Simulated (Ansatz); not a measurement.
Reaction (ligand exchange at the Si–C bond): `CO[SiH2]CC[Si](F)(F)F` + `C[SeH]` → `CO[SiH2][Se]C` + `CC[Si](F)(F)F`

Calculated with Ansatz (gas phase, PBE0-D4/def2-TZVP geometries, no zero-point term in ΔE). CCSD(T)/CBS adds triple-zeta CCSD(T) − MP2 to the extrapolated MP2 energy (def2 sets, frozen cores). Functionals use def2-TZVPP. For Se outer-core shells are correlated without core-valence functions, which leaves a few kJ/mol of doubt a bond. Scalar relativity is left out up to krypton. Each species was taken in one conformer, which may not be the lowest.

| level | ΔE (kJ/mol) |
| --- | --- |
| ωB97X-V | -71.4 |
| PBE | -79.3 |
| HF/def2-QZVPP | -75.5 |
| HF/CBS(def2) | -75.4 |

Task: What does CCSD(T)/CBS give? (Estimate.)

Result: The calculation gave: -78.0 kJ/mol. The listed levels differ from it by 6.6, -1.3, 2.5, 2.6 kJ/mol.

Largest T1 diagnostic among the species: 0.011.

The D4 term adds +3.3 kJ/mol with B3LYP and +2.2 kJ/mol with PBE0; it sums over pairs of atoms, weighted by their polarisabilities, and B3LYP, whose exchange is more repulsive, gets the larger term.

B3LYP here is the variant with VWN-RPA as its local correlation; programs differ in this.
